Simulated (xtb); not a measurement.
Cl5Mo, doublet, at a GFN2-xTB geometry (such geometries of metal compounds can be far from the true shape), atoms displaced at random by about 0.1 Å a coordinate; xtb with GFN1-xTB.

Input for xtb:
```
$ xtb mol.xyz --gfn 1 --uhf 1 --opt crude --json

# file mol.xyz
6

Mo     0.05477430    -0.15228895     0.01502787
Cl     1.83111218    -0.24749832    -1.09483312
Cl     0.88911227    -0.93513012     1.96391944
Cl    -1.13857193     0.84825454    -2.03469511
Cl    -1.51894059    -1.43600900     0.15786996
Cl    -0.33698635     1.92801279     1.08688804
```

Output, abridged:

```
   ID    Z sym.   atoms
    1   42 Mo     1
    2   17 Cl     2-6

           -------------------------------------------------
          |                Calculation Setup                |
           -------------------------------------------------

           -------------------------------------------------
          |                 G F N 1 - x T B                 |
           -------------------------------------------------

          ...................................................
          :                      SETUP                      :
          :.................................................:
          :  # basis functions                  60          :
          :  # atomic orbitals                  54          :
          :  # shells                           18          :
          :  # electrons                        41          :
          :  # halogen bonds                     0          :
          :  max. iterations                   250          :
          :  Hamiltonian                  GFN1-xTB          :
          :  restarted?                      false          :
          :  GBSA solvation                  false          :
          :  PC potential                    false          :
          :  electronic temp.          300.0000000     K    :
          :  accuracy                    1.0000000          :
          :  -> integral cutoff          0.2500000E+02      :
          :  -> integral neglect         0.1000000E-07      :
          :  -> SCF convergence          0.1000000E-05 Eh   :
          :  -> wf. convergence          0.2000000E-04 e    :
          :  Broyden damping             0.4000000          :
          :  net charge                          0          :
          :  unpaired electrons                  1          :
          ...................................................

 iter      E             dE          RMSdq      gap      omega  full diag
   1    -23.5273211 -0.235273E+02  0.723E+00    0.73       0.0  T
   2    -23.5464561 -0.191350E-01  0.404E+00    0.71       1.0  T
   3    -23.5474842 -0.102808E-02  0.147E+00    0.68       1.0  T
   4    -23.5477209 -0.236736E-03  0.181E-01    0.67       1.0  T
   5    -23.5477673 -0.463443E-04  0.317E-02    0.68       1.3  T
   6    -23.5477689 -0.166526E-05  0.146E-02    0.68       2.8  T
   7    -23.5477694 -0.487890E-06  0.204E-03    0.68      20.1  T
   8    -23.5477694 -0.278686E-08  0.474E-04    0.68      86.2  T
   9    -23.5477694 -0.236788E-10  0.121E-04    0.68     336.3  T
  10    -23.5477694 -0.315161E-10  0.601E-06    0.68    6791.2  T

   *** convergence criteria satisfied after 10 iterations ***

         :::::::::::::::::::::::::::::::::::::::::::::::::::::
         ::                     SUMMARY                     ::
         :::::::::::::::::::::::::::::::::::::::::::::::::::::
         :: total energy             -23.491521665510 Eh    ::
         :: gradient norm              0.127700415085 Eh/a0 ::
         :: HOMO-LUMO gap              0.677535882776 eV    ::
         ::.................................................::
         :: SCC energy               -23.547769422100 Eh    ::
         :: -> electrostatic           0.093435636280 Eh    ::
         :: repulsion energy           0.061642912094 Eh    ::
         :: dispersion energy         -0.005395155504 Eh    ::
         :: halogen bond corr.         0.000000000000 Eh    ::
         :: add. restraining           0.000000000000 Eh    ::
         :: total charge              -0.000000000000 e     ::
         :::::::::::::::::::::::::::::::::::::::::::::::::::::

      -----------------------------------------------------------
     |                   =====================                   |
     |                        A N C O P T                        |
     |                   =====================                   |
     |               Approximate Normal Coordinate               |
     |                Rational Function Optimizer                |
      -----------------------------------------------------------
      -----------------------------------------------------------
     |                   =====================                   |
     |                        A N C O P T                        |
     |                   =====================                   |
     |               Approximate Normal Coordinate               |
     |                Rational Function Optimizer                |
      -----------------------------------------------------------

          ...................................................
          :                      SETUP                      :
          :.................................................:
          :   optimization level             crude          :
          :   max. optcycles                   200          :
          :   ANC micro-cycles                  20          :
          :   degrees of freedom                12          :
          :.................................................:
          :   RF solver                   davidson          :
          :   write xtbopt.log                true          :
          :   linear?                        false          :
          :   energy convergence         0.5000000E-03 Eh   :
          :   grad. convergence          0.1000000E-01 Eh/α :
          :   maxmium RF displ.          1.0000000          :
          :   Hlow (freq-cutoff)         0.1000000E-01      :
          :   Hmax (freq-cutoff)         5.0000000          :
          :   S6 in model hess.         20.0000000          :
          ...................................................

generating ANC from exact Hessian ...
Using Lindh-Hessian (1995)
 Shifting diagonal of input Hessian by    1.5207002757074865E-002
 Lowest  eigenvalues of input Hessian
    0.010000    0.012830    0.013586    0.014118    0.000000    0.000000
    0.000000    0.000000    0.000000    0.000000    0.015465    0.016769
[...]
 * total energy  :   -23.4915217 Eh     change       -0.9947598E-13 Eh
 * total energy  :   -23.5126573 Eh     change       -0.2113566E-01 Eh
 * total energy  :   -23.5135056 Eh     change       -0.8482597E-03 Eh
 * total energy  :   -23.5142155 Eh     change       -0.7098909E-03 Eh
 * total energy  :   -23.5143125 Eh     change       -0.9701946E-04 Eh
 * total energy  :   -23.5146347 Eh     change       -0.3221927E-03 Eh
   *** GEOMETRY OPTIMIZATION CONVERGED AFTER 6 ITERATIONS ***
[...]
          :  accuracy                    1.0000000          :
          :  -> integral cutoff          0.2500000E+02      :
          :  -> integral neglect         0.1000000E-07      :
          :  -> SCF convergence          0.1000000E-05 Eh   :
          :  -> wf. convergence          0.2000000E-04 e    :
          :  Broyden damping             0.4000000          :
          :  net charge                          0          :
          :  unpaired electrons                  1          :
          ...................................................

 iter      E             dE          RMSdq      gap      omega  full diag
   1    -23.5403106 -0.235403E+02  0.498E-06    0.24       0.0  T
   2    -23.5403106 -0.390799E-13  0.226E-06    0.24   18034.2  T
   3    -23.5403106  0.675016E-13  0.961E-07    0.24   42466.9  T

   *** convergence criteria satisfied after 3 iterations ***

         :::::::::::::::::::::::::::::::::::::::::::::::::::::
         ::                     SUMMARY                     ::
         :::::::::::::::::::::::::::::::::::::::::::::::::::::
         :: total energy             -23.514634689986 Eh    ::
         :: gradient norm              0.002061923263 Eh/a0 ::
         :: HOMO-LUMO gap              0.237004480946 eV    ::
         ::.................................................::
         :: SCC energy               -23.540310575059 Eh    ::
         :: -> electrostatic           0.087987994312 Eh    ::
         :: repulsion energy           0.031055979545 Eh    ::
         :: dispersion energy         -0.005380094473 Eh    ::
         :: halogen bond corr.         0.000000000000 Eh    ::
         :: add. restraining           0.000000000000 Eh    ::
         :: total charge               0.000000000000 e     ::
         :::::::::::::::::::::::::::::::::::::::::::::::::::::

           -------------------------------------------------
          |                Property Printout                |
           -------------------------------------------------

    * Orbital Energies and Occupations

         #    Occupation            Energy/Eh            Energy/eV
      -------------------------------------------------------------
         1        2.0000           -0.9920774             -26.9958
       ...           ...                  ...                  ...
         9        2.0000           -0.5481481             -14.9159
        10        2.0000           -0.5471841             -14.8896
        11        2.0000           -0.5422550             -14.7555
        12        2.0000           -0.5405524             -14.7092
        13        2.0000           -0.5395305             -14.6814
        14        2.0000           -0.5307318             -14.4419
        15        2.0000           -0.5205752             -14.1656
        16        2.0000           -0.5055274             -13.7561
        17        2.0000           -0.5048647             -13.7381
        18        2.0000           -0.5016278             -13.6500
        19        2.0000           -0.5001036             -13.6085
        20        2.0000           -0.4973581             -13.5338
        21        0.9899           -0.4013041             -10.9200 (HOMO)
        22        0.0101           -0.3925943             -10.6830 (LUMO)
        23                         -0.3587038              -9.7608
        24                         -0.3470698              -9.4443
        25                         -0.2564051              -6.9771
        26                         -0.1230004              -3.3470
        27                         -0.1107954              -3.0149
        28                         -0.1102782              -3.0008
        29                         -0.1074736              -2.9245
        30                         -0.1055056              -2.8710
        31                         -0.1046906              -2.8488
        32                         -0.1029790              -2.8022
       ...                                ...                  ...
        54                          0.4566639              12.4265
      -------------------------------------------------------------
                  HL-Gap            0.0087098 Eh            0.2370 eV
             Fermi-level           -0.4231401 Eh          -11.5142 eV

  Mulliken/CM5 charges         n(s)   n(p)   n(d)
     1Mo    1.02465  1.37487   0.683  1.095  3.197
     2Cl   -0.12391 -0.21032   1.870  5.265 -0.011
     3Cl   -0.29882 -0.35545   1.879  5.431 -0.011
     4Cl   -0.29664 -0.35393   1.879  5.429 -0.011
     5Cl   -0.14130 -0.22174   1.870  5.282 -0.011
     6Cl   -0.16398 -0.23344   1.871  5.305 -0.012

Wiberg/Mayer (AO) data.
largest (>0.10) Wiberg bond orders for each atom

 ---------------------------------------------------------------------------
     #   Z sym  total        # sym  WBO       # sym  WBO       # sym  WBO
 ---------------------------------------------------------------------------
     1  42 Mo   5.923 --     2 Cl   1.330     5 Cl   1.294     6 Cl   1.235
                             4 Cl   1.034     3 Cl   1.030
     2  17 Cl   1.486 --     1 Mo   1.330
     3  17 Cl   1.182 --     1 Mo   1.030
     4  17 Cl   1.186 --     1 Mo   1.034
     5  17 Cl   1.447 --     1 Mo   1.294
     6  17 Cl   1.377 --     1 Mo   1.235
 ---------------------------------------------------------------------------

Topologies differ in total number of bonds
Writing topology from bond orders to xtbtopo.mol

 dipole moment from electron density (au)
     X       Y       Z
   0.2155  -0.2537  -0.2457  total (Debye):    1.052

optimized geometry written to: xtbopt.xyz

           -------------------------------------------------
          | TOTAL ENERGY              -23.514634689986 Eh   |
          | GRADIENT NORM               0.002061923263 Eh/α |
          | HOMO-LUMO GAP               0.237004480946 eV   |
           -------------------------------------------------

normal termination of xtb
```
